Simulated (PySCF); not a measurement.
Cd(H)(OH) (CdH2O), SMILES [CdH][OH].

Geometry optimised at PBE0-D3(BJ)/def2-TZVP. The def2 effective core potentials stand for the cores of Cd; spin–orbit coupling is left out.

Vertical ionisation energy (IE) and electron affinity (EA) in eV. Rows of orbital energies are one-electron estimates. Where ΔSCF, EOM or ADC give a negative EA the extra electron is unbound and the value depends on the basis.

```tsv
level	IE	EA
−ε(HOMO), −ε(LUMO), PBE0/def2-TZVPD (PySCF)	7.88	0.71
−ε(HOMO), −ε(LUMO), PBE/def2-TZVPD (PySCF)	?	?
```

Task: Complete the blanks. (Estimate from the structure and the level; the computed values follow.)

Result: 
- −ε(HOMO), −ε(LUMO), PBE/def2-TZVPD (PySCF), IE: 6.33
- −ε(HOMO), −ε(LUMO), PBE/def2-TZVPD (PySCF), EA: 1.50
